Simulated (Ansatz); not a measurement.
Basis-set series for CH5BGeO, SMILES `[BH2][GeH2][CH]=O`. The species carries charge 0 and has multiplicity 1. The structure was optimised at the PBE0-D4/def2-TZVP level. It is one conformer, not always the lowest.

```xyz
9

B     0.221    1.322    1.077
Ge   -0.762    0.031   -0.178
C     0.612   -1.316   -0.802
O     0.704   -2.418   -0.345
H     0.011    1.334    2.251
H     1.061    2.045    0.633
H    -1.229    0.744   -1.463
H    -1.925   -0.760    0.434
H     1.307   -0.981   -1.608
```

```json
{"functional": "PBE0-D4", "basis": "def2-SVP", "functions": "99", "energy (Eh)": "-2217.32266", "HOMO (eV)": "-6.87", "LUMO (eV)": "-2.68"}
{"functional": "PBE0-D4", "basis": "def2-TZVPP", "functions": "211", "energy (Eh)": "-2217.74683", "HOMO (eV)": "-6.98", "LUMO (eV)": "-2.76"}
{"functional": "ωB97M-V", "basis": "def2-SVP", "functions": "99", "energy (Eh)": "-2217.56291", "HOMO (eV)": "-8.99", "LUMO (eV)": "-0.66"}
{"functional": "ωB97M-V", "basis": "def2-TZVPP", "functions": "211", "energy (Eh)": "-2217.99378", "HOMO (eV)": "-9.13", "LUMO (eV)": "-0.83"}
```

Question: Give the rows for def2-QZVPP. (An estimate is asked.)

Answer: Computed: 
```
functional       basis  functions  energy (Eh)  HOMO (eV)  LUMO (eV)
   PBE0-D4  def2-QZVPP        410  -2217.79951      -7.01      -2.77
   ωB97M-V  def2-QZVPP        410  -2218.04520      -9.16      -0.87
```

Scalar relativity is left out up to krypton.
